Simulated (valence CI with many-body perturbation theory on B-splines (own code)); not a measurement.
Which ion has this spectrum?

A relativistic CI+MBPT calculation for an atom or ion with 6 electrons gives these levels (cm⁻¹):

```tsv
J	Parity	E	g
0	even	0	
1	even	219789	1.50
2	even	287892	1.28
2	even	562428	1.21
0	even	728698	
2	odd	840219	1.92
1	odd	1175493	0.80
2	odd	1212264	1.30
3	odd	1294576	1.33
0	odd	1440930	
1	odd	1468938	1.30
2	odd	1515934	1.29
1	odd	1634604	1.65
2	odd	1767528	1.14
```

The energies are calculated, and their last digits are not significant.

Which is it?
A. Ge26+
B. Cu23+
C. As27+
D. Se28+

A. Ge26+, ground level 2s2 2p2 3P_0.
